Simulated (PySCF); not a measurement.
Excitations are Tamm–Dancoff values on a coarser integration grid. The basis has no diffuse functions, so Rydberg states are missing or too high.

Cartesian coordinates (Å):
SMILES: [SiH3]B(Br)Br
```xyz
7

Si    -0.9230     0.0469     0.0091
B      1.0887    -0.0358    -0.0476
Br     1.9694    -1.7197     0.0594
Br     2.1395     1.5455    -0.1625
H     -1.5039    -1.0410    -0.8211
H     -1.3440    -0.1591     1.4227
H     -1.4266     1.3633    -0.4600
```
Charge 0, multiplicity 1.

What is the computed HOMO–LUMO gap, dipole moment and S1 excitation (TDA) (PySCF with PBE0-D3(BJ)/def2-TZVP)?


- HOMO–LUMO gap = 5.62 eV
- dipole moment = 0.31 D
- S1 excitation (TDA) = 4.17 eV
